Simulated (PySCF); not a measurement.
**A thermochemical cycle for SrCl**

CCSD(T) in PySCF with def2-SVP on every atom (core potentials on Sr), for the lowest determinant that a PBE0 search found; no spin–orbit coupling. SrCl, a doublet (σ ↑), has De = 3.75 eV to neutral atoms, and SrCl⁺, a singlet (closed shell), has De = 3.77 eV to Sr⁺ + Cl.

At the same level the Sr atom ionises at 5.54 eV.

Question: What is the adiabatic ionisation energy of the molecule, and does ionisation strengthen or weaken the bond?

Answer: IE = IE(Sr) + De(neutral) − De(ion) = 5.54 + 3.75 − 3.77 = 5.52 eV. De changes by +0.02 eV, so ionisation hardly changes the bond energy.

Correlated steps freeze 5 core orbitals. Correlated levels converge slowly with the basis: in double zeta they bind strong bonds too weakly, by up to about 1 eV, and carry superposition errors of some tenths. For an ion De counts to the pair picked by the measured ionisation energies or electron affinities, which need not be the lowest pair at this level. Where the molecule has an RHF reference, its open-shell atoms are computed with UHF. States were picked by a PBE0 search and need not be the measured ground states.
